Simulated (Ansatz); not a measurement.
C₅H₄F₆ (`F[C@@H]1[C@@H](F)[C@H](F)C(F)(F)[C@@H]1F`), 15 atoms. Charge 0, multiplicity 1. Hardware: A = 4 threads of an AMD EPYC 7R13 on a shared host and a share of an NVIDIA H100 80 GB; B = 4 threads of an AMD EPYC 7R13 on a shared host. Correlated methods freeze the cores.

Problem. How many basis functions does each run have, and how long does it take in Ansatz? RKS PBE0-D4/def2-SVP energy [B]; RKS r2SCANh-D4/def2-TZVPP energy [A]; RKS revPBE-D4/def2-TZVPP energy [A]; RKS ωB97M-V/def2-SVP energy [B]; RHF-MP2/def2-QZVPP energy [A]; RKS PBE0-D4/def2-TZVP frequencies [A]; RHF-CCSD(T)/def2-SVP energy [A]; RKS PBE0-D4/def2-QZVPP energy [A]; RKS ωB97M-V/def2-QZVPP energy [A]; direct RPA on PBE orbitals/def2-TZVPP energy [A]; RKS B3LYP-D4/def2-TZVPP energy and forces [A]; RKS PBE0-D4/def2-TZVP relaxation (7 steps) [A]. (An estimate is asked.)

Solution. Ansatz gave: Other jobs shared the machine, so times are rough.

```json
{"level": "RKS revPBE-D4/def2-TZVPP", "job": "energy [A]", "functions": "397", "wall time": "2 s", "peak host memory (GiB)": "0.91"}
{"level": "RKS PBE0-D4/def2-SVP", "job": "energy [B]", "functions": "174", "wall time": "2.7 s", "peak host memory (GiB)": "0.7"}
{"level": "RKS r2SCANh-D4/def2-TZVPP", "job": "energy [A]", "functions": "397", "wall time": "3.3 s", "peak host memory (GiB)": "0.94"}
{"level": "RKS B3LYP-D4/def2-TZVPP", "job": "energy and forces [A]", "functions": "397", "wall time": "4.5 s", "peak host memory (GiB)": "1"}
{"level": "RHF-CCSD(T)/def2-SVP", "job": "energy [A]", "functions": "174", "wall time": "4.7 s", "peak host memory (GiB)": "0.81"}
{"level": "RHF-MP2/def2-QZVPP", "job": "energy [A]", "functions": "747", "wall time": "6 s", "peak host memory (GiB)": "1.4"}
{"level": "RKS ωB97M-V/def2-SVP", "job": "energy [B]", "functions": "174", "wall time": "7.5 s", "peak host memory (GiB)": "0.88"}
{"level": "direct RPA on PBE orbitals/def2-TZVPP", "job": "energy [A]", "functions": "397", "wall time": "8 s", "peak host memory (GiB)": "2"}
{"level": "RKS PBE0-D4/def2-QZVPP", "job": "energy [A]", "functions": "747", "wall time": "8.5 s", "peak host memory (GiB)": "1.3"}
{"level": "RKS ωB97M-V/def2-QZVPP", "job": "energy [A]", "functions": "747", "wall time": "15 s", "peak host memory (GiB)": "1.4"}
{"level": "RKS PBE0-D4/def2-TZVP", "job": "relaxation (7 steps) [A]", "functions": "365", "wall time": "16 s", "peak host memory (GiB)": "1"}
{"level": "RKS PBE0-D4/def2-TZVP", "job": "frequencies [A]", "functions": "365", "wall time": "3.5 min", "peak host memory (GiB)": "1"}
```

B3LYP here is the variant with VWN-RPA as its local correlation; programs differ in this.
